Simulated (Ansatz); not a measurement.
Mulliken charges of ClGeH3OSi (`[SiH3][O][Ge][Cl]`) from ωB97M-V/def2-TZVPP in Ansatz (PBE0-D4/def2-TZVP geometry).

```csv
atom,x (Å),y (Å),z (Å),charge (e)
Si1,0.184,0.664,-0.614,0.317
O2,0.435,-0.960,-0.414,-0.477
Ge3,0.077,-2.216,0.777,0.567
Cl4,-0.992,-0.995,2.278,-0.315
H5,0.796,1.045,-1.911,-0.036
H6,-1.269,0.965,-0.643,-0.028
H7,0.831,1.428,0.482,-0.028
```

Question: By hand: the dipole of these point charges (1 e Å = 4.8032 D).

Answer: Σ q r = (0.191, -0.379, -0.201) e Å, of length 0.470 e Å = 2.26 D.

Question: How does the dipole of the full density compare? (Best estimate.)

Answer: Ansatz gave: (0.137, -0.255, -0.151) e Å, 1.57 D; the point charges give 1.44 times that, at 3° from its direction.

Point charges leave out the atoms' own dipoles, such as those of lone pairs, and Mulliken's split depends on the basis, so the two needn't agree.
